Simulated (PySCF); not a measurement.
## Distorted geometries of [HfO(H2O)3]2+

[HfO(H2O)3]2+ (singlet). PySCF 2.14.0, RKS r2SCAN, Hf def2-SVP with ECP60, O def2-SVP, H def2-SVP; non-relativistic Hamiltonian with scalar-relativistic core potentials where named; density fitting; no spin-orbit coupling. Relaxed geometry:

```xyz
11

Hf    0.1624    0.0000    0.0000
O     1.8862    0.0000    0.0000
O    -0.0128    2.2397    0.0000
H     0.1530    2.8204    0.7716
H     0.1530    2.8204   -0.7716
O    -2.2942    0.0000    0.0000
H    -2.9014    0.0000    0.7644
H    -2.9014    0.0000   -0.7644
O    -0.0128   -2.2397    0.0000
H     0.1530   -2.8204    0.7716
H     0.1530   -2.8204   -0.7716
```

Question: Order these distorted geometries by energy above the relaxed one, lowest first.
A.
```xyz
11

Hf    0.2658   -0.0400    0.0396
O     1.7542    0.0899   -0.1083
O    -0.0420    2.1810    0.0303
H     0.1630    2.9066    0.7780
H     0.0846    2.8284   -0.7540
O    -2.2247   -0.0978    0.0462
H    -2.9066    0.0088    0.5486
H    -2.9988    0.0596   -0.8067
O     0.1288   -2.2664   -0.0133
H     0.1297   -2.8693    0.8132
H     0.1839   -2.8009   -0.5737
```
B.
```xyz
11

Hf    0.1894    0.0390   -0.0290
O     1.8151   -0.0011   -0.0323
O     0.0006    2.2196   -0.0454
H     0.1956    2.8362    0.8072
H     0.1683    2.8217   -0.7417
O    -2.3231   -0.0413    0.0281
H    -2.9418    0.0696    0.7741
H    -2.9194   -0.0224   -0.7708
O     0.0317   -2.2582    0.0399
H     0.1847   -2.8457    0.7695
H     0.1367   -2.8174   -0.7997
```
C.
```xyz
11

Hf    0.1342   -0.0139    0.0072
O     1.8737    0.0100    0.0063
O    -0.0110    2.3016    0.0045
H     0.0515    2.8489    0.7569
H     0.1344    2.8013   -0.7752
O    -2.2859    0.0020    0.0060
H    -2.8174   -0.0486    0.7540
H    -2.9466   -0.0177   -0.7927
O     0.0215   -2.2293    0.0077
H     0.1891   -2.8425    0.7714
H     0.1942   -2.8120   -0.7462
```

Answer: C (0.34 eV), B (0.63 eV), A (5.16 eV).

Question: Which forces (eV/Å) act in the one that lies 0.34 eV up?

Answer: 
```
Hf   1.07  0.64  0.05
O   -0.83  0.00 -0.04
O   -0.71 -3.66 -0.26
H    0.24  1.72  1.78
H    0.44  1.49 -1.54
O    0.57  0.06 -4.58
H   -2.15 -0.16  2.66
H    1.43  0.08  1.95
O   -0.05 -0.45  0.91
H   -0.11  0.51 -0.28
H    0.10 -0.23 -0.63
```
Forces carry noise of the integration grid, about 0.01 to 0.03 eV/Å.

No frequency check is given that shows the relaxed geometry to be a minimum.
